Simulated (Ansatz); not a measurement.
`C[NH][Ga]([Cl])[Cl]` + CH₃OH → `C[O][Ga]([Cl])[Cl]` + CH₃NH₂ at 500 K and 1 bar (ligand exchange at a Ga–N bond).

Calculated with Ansatz (gas phase, PBE0-D4/def2-TZVP geometries, no zero-point term in ΔE). CCSD(T)/CBS adds triple-zeta CCSD(T) − MP2 to the extrapolated MP2 energy (def2 sets, frozen cores). This one scheme is used for every species. For Ga outer-core shells are correlated without core-valence functions, which leaves a few kJ/mol of doubt a bond. Scalar relativity is left out up to krypton. Each species was taken in one conformer, which may not be the lowest.

| species | CCSD(T)/CBS energy (Eh) | H − E (kJ/mol) | S (J/(mol·K)) |
| --- | --- | --- | --- |
| `C[NH][Ga]([Cl])[Cl]` | -2938.78787 | 196.3 | 438.9 |
| CH₃OH | -115.61712 | 157.0 | 265.4 |
| `C[O][Ga]([Cl])[Cl]` | -2958.65291 | 161.7 | 436.3 |
| CH₃NH₂ | -95.75281 | 191.8 | 270.3 |

H − E and S are ideal-gas, rigid-rotor, harmonic terms from PBE0-D4/def2-TZVP, for one conformer and one mirror image of each species. 1 Eh = 2625.50 kJ/mol, R = 8.31446 J/(mol·K).

Question: By hand: ΔE, ΔH, ΔS and ΔG.

Answer: ΔE = (-2958.65291) + (-95.75281) − (-2938.78787) − (-115.61712) = -0.00073 Eh = -1.9 kJ/mol. Δ(H − E) = 161.7 + 191.8 − 196.3 − 157.0 = 0.2, so ΔH = -1.7 kJ/mol. ΔS = 436.3 + 270.3 − 438.9 − 265.4 = 2.3 J/(mol·K). ΔG = -1.7 − 500 × (2.3)/1000 = -2.8 kJ/mol.

Question: By hand: the equilibrium constant, and the temperature at which ΔG would vanish if ΔH and ΔS stayed fixed.

Answer: log₁₀ K = −ΔG/(RT ln 10) = 0.3. ΔH and −TΔS have one sign here, so there is no such temperature. One of them is within its doubt of zero, so this could turn.

TΔS isn't small against ΔH here. The sign of ΔG lies within the doubt. A doubt of 5 kJ/mol in ΔE shifts log₁₀ K by 0.5 here. Other conformers and mirror images would add mixing entropy, several J/(mol·K) or more a flexible species. These are equilibria of isolated gas molecules and say nothing of rates. Largest T1 diagnostic: 0.013 (customary marks: 0.02 for closed shells, 0.045 for open ones).
